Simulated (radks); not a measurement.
Neutral xenon inside a hard spherical wall (all orbitals vanish at R), configuration held at [Xe] and not refilled when levels cross. All-electron calculation, scalar-relativistic Kohn-Sham, LDA (Slater exchange, VWN5 correlation), spin-polarised, spherical densities, point nucleus. Program: a radial shooting solver on a logarithmic mesh with Libxc functionals. Eigenvalues in eV for spin up, with the zero of energy where the potential of the charges vanishes at infinity; a dash marks a level that is unbound or too diffuse for the functional's potential to be trusted. A positive occupied level is held by the wall or, in an anion where self-interaction has pushed it up, behind a barrier. The pressure on the wall is -dE/dV.

| R (bohr) | E (hartree) | kinetic (hartree) | e(4p) | e(4d) | e(5s) | e(5p) | e(6s, empty) | e(5d, empty) | pressure (GPa) |
|---|---|---|---|---|---|---|---|---|---|
| free | -7441.38400 | 7823.612 | -141.03 | -59.455 | -19.986 | -8.385 | -0.498 | - | 0 |
| 20 | -7441.38400 | 7823.612 | -141.03 | -59.455 | -19.986 | -8.385 | -0.492 | 0.905 | < 0.0001 |
| 15 | -7441.38400 | 7823.612 | -141.03 | -59.455 | -19.986 | -8.385 | -0.452 | 1.243 | < 0.0001 |
| 10 | -7441.38397 | 7823.613 | -141.02 | -59.452 | -19.983 | -8.383 | -0.061 | 1.897 | 0.00121 |
| 8 | -7441.38323 | 7823.621 | -140.98 | -59.405 | -19.944 | -8.345 | 0.789 | 2.579 | 0.0440 |
| 7 | -7441.38033 | 7823.648 | -140.84 | -59.274 | -19.836 | -8.239 | 1.879 | 3.256 | 0.274 |
| 6 | -7441.36646 | 7823.758 | -140.40 | -58.832 | -19.482 | -7.880 | 4.210 | 4.522 | 1.78 |
| 5 | -7441.29899 | 7824.202 | -138.97 | -57.428 | -18.388 | -6.701 | 9.722 | 7.258 | 12.7 |
| 3.5 | -7440.37300 | 7828.750 | -129.87 | -48.581 | -11.052 | 2.016 | 40.943 | 21.848 | 334 |
| 2.5 | -7435.00990 | 7849.418 | -107.52 | -27.217 | 14.201 | 32.762 | 132.97 | 65.156 | 4780 |
| 2 | -7422.73324 | 7892.266 | -79.289 | 0.492 | 60.931 | 87.436 | 272.53 | 133.15 | 25300 |
